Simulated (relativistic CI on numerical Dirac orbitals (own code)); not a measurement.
# Line list: Electric-dipole lines, Bi54+

These numbers are calculated, not measured: Dirac-Coulomb-Breit CI, orbitals from a KLI potential per configuration, model QED, unscaled Slater integrals (own radial code, finite nucleus).

Configuration list (outside the closed core [Ar]): 3d10 4s, 3d10 4p, 3d10 4d, 3d10 4f, 3d10 5s, 3d10 5p, 3d10 5d, 3d10 5f, 3d10 5g, 3d9 4p2, 3d10 6s, 3d10 6p, 3d9 4s2, 3d8 4s 4p2, 3d9 4p 4d, 3d10 6d. Levels of other configurations are missing.

```
λ vac (nm)                 Lower                     Upper   A (s⁻¹)  log gf  S velocity/length
   0.95333   3d10 4p 2P°_3/2 [3]       3d10 5d 2D_5/2 [12]  1.20e+13   -0.01               1.00
    1.0287    3d10 4d 2D_3/2 [4]      3d10 5f 2F°_5/2 [13]  2.21e+13    0.32               0.99
    1.0577    3d10 4d 2D_5/2 [5]      3d10 5f 2F°_7/2 [14]  2.40e+13    0.51               0.99
    1.1838   3d10 4p 2P°_3/2 [3]        3d10 5s 2S_1/2 [8]  1.42e+13   -0.23               1.00
    1.2083   3d10 4f 2F°_5/2 [6]       3d10 5g 2G_7/2 [15]  4.23e+13    0.87               0.99
    1.2182   3d10 4f 2F°_7/2 [7]       3d10 5g 2G_9/2 [16]  4.35e+13    0.99               0.99
    1.8425  3d10 5p 2P°_3/2 [10]       3d10 6d 2D_5/2 [22]  3.04e+12   -0.03               0.99
    3.3251   3d9 4p2 2D_5/2 [24]    3d9 4p 4d 2D°_5/2 [51]  2.53e+12    0.40               0.98
    3.3529   3d9 4p2 2D_5/2 [24]    3d9 4p 4d 2F°_7/2 [47]  2.44e+12    0.52               1.00
    3.3575   3d9 4p2 2D_3/2 [25]    3d9 4p 4d 4G°_5/2 [71]  2.47e+12    0.40               1.00
    3.3791   3d9 4p2 2F_7/2 [33]    3d9 4p 4d 2G°_9/2 [98]  1.71e+12    0.47               0.94
    3.3791   3d10 4p 2P°_1/2 [2]        3d10 4d 2D_3/2 [4]  1.86e+12    0.11               1.01
    3.3850   3d9 4p2 2G_7/2 [37]   3d9 4p 4d 2H°_9/2 [127]  2.15e+12    0.57               0.94
    3.3907   3d9 4p2 2G_9/2 [29]   3d9 4p 4d 2H°_11/2 [91]  2.15e+12    0.65               0.94
    4.0400    3d10 4s 2S_1/2 [1]       3d10 4p 2P°_3/2 [3]  1.16e+12    0.06               1.00
    5.3707    3d10 4d 2D_3/2 [4]       3d10 4f 2F°_5/2 [6]  4.22e+11    0.04               1.02
    5.3913   3d9 4p2 2F_7/2 [49]   3d9 4p 4d 2G°_9/2 [114]  7.25e+11    0.50               0.91
    5.4641   3d9 4p2 4F_9/2 [48]  3d9 4p 4d 4G°_11/2 [112]  9.22e+11    0.69               0.93
    5.6345   3d10 4p 2P°_3/2 [3]        3d10 4d 2D_5/2 [5]  5.12e+11    0.17               1.02
    5.6487   3d9 4p2 4D_7/2 [26]    3d9 4p 4d 4F°_9/2 [56]  4.60e+11    0.34               0.98
    5.7340   3d9 4p2 2G_9/2 [29]   3d9 4p 4d 2H°_11/2 [58]  3.92e+11    0.37               0.90
    6.1210    3d10 4d 2D_5/2 [5]       3d10 4f 2F°_7/2 [7]  3.07e+11    0.14               1.02
    7.0826   3d10 5p 2P°_1/2 [9]       3d10 5d 2D_3/2 [11]  5.79e+11    0.24               1.01
    8.4254    3d10 5s 2S_1/2 [8]      3d10 5p 2P°_3/2 [10]  3.47e+11    0.17               1.01
    11.693  3d10 5p 2P°_3/2 [10]       3d10 5d 2D_5/2 [12]  1.64e+11    0.30               1.00
    11.850   3d10 5d 2D_3/2 [11]      3d10 5f 2F°_5/2 [13]  1.39e+11    0.24               1.00
    12.770  3d10 6p 2P°_1/2 [18]       3d10 6d 2D_3/2 [21]  2.22e+11    0.34               1.01
    13.521   3d10 5d 2D_5/2 [12]      3d10 5f 2F°_7/2 [14]  1.01e+11    0.35               1.00
    15.185   3d10 6s 2S_1/2 [17]      3d10 6p 2P°_3/2 [20]  1.31e+11    0.26               1.01
    20.966  3d10 6p 2P°_3/2 [20]       3d10 6d 2D_5/2 [22]  6.43e+10    0.40               1.01
```

Terms are leading LS components. Brackets give the number of a level in order of energy, since labels repeat. The list gives strong lines, with weight on those to low levels, among the lowest 147 of 358 levels, so that lines to higher ones, which can be the strongest, are missing. Levels whose partners in the same complex of configurations lie outside the list can be far off, and so can their lines. Rates are taken at the computed energies, electric ones in the length gauge. A velocity-to-length ratio far from 1 marks an uncertain rate.

At this charge energies of transitions that change n are usually good to better than 1 %, and those within a shell (Δn = 0) to a few per cent.

LS names give the leading component of a level, which can be under half, so a name can repeat, a term be missing and a line seem to break the LS rules.
